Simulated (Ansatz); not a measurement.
Be4Se3⁺, relaxed as a doublet with UKS B3LYP-D4/def2-SVP in Ansatz, starting from the GFN2-xTB geometry. Force threshold 0.02 eV/Å.

The structure comes from a short search, and lower isomers may exist.

Start:

```xyz
7

Be    2.0529    1.1946    0.1482
Be   -0.7120   -0.0909    2.0304
Be   -1.5887   -1.0322   -0.9957
Be    1.5063    0.5699   -1.7402
Se    1.0428    0.8468    1.8833
Se   -2.1379   -1.0191    0.9451
Se   -0.1633   -0.4691   -2.2711
```

| step | energy (eV) | largest force component (eV/Å) | SCF passes |
| --- | --- | --- | --- |
| 1 | -197628.4395 | 1.240 | 47 |
| 2 | -197629.3697 | 0.759 | 45 |
| 3 | -197629.7450 | 0.366 | 37 |
| 4 | -197629.9290 | 0.302 | 37 |
| 5 | -197630.0113 | 0.202 | 35 |
| 6 | -197630.0227 | 0.119 | 35 |
| 7 | -197630.0244 | 0.034 | 32 |
| 8 | -197630.0254 | 0.053 | 33 |
| 9 | -197630.0255 | 0.064 | 34 |
| 10 | -197630.0258 | 0.011 | 34 |

Force components are those of the run's own axes.

End:

```xyz
7

Be    1.6125    0.9487    0.3504
Be   -0.4019    0.0414    1.7159
Be   -1.1926   -0.8218   -1.0048
Be    1.0633    0.3494   -1.5401
Se    1.2143    1.0562    2.3934
Se   -1.9985   -0.9801    0.8918
Se   -0.2971   -0.5938   -2.8066
```

By distances, no bond broke or formed. The bond that changes most is Be3–Se6, from 2.02 to 2.07 Å (atoms count from 1). The end is the same structure that another start reached.

No frequencies were taken in this run, so the end may be a saddle point.

Run time 59 s (4 threads of Arm Neoverse V1 on a shared host), peak host memory 0.7 GiB.
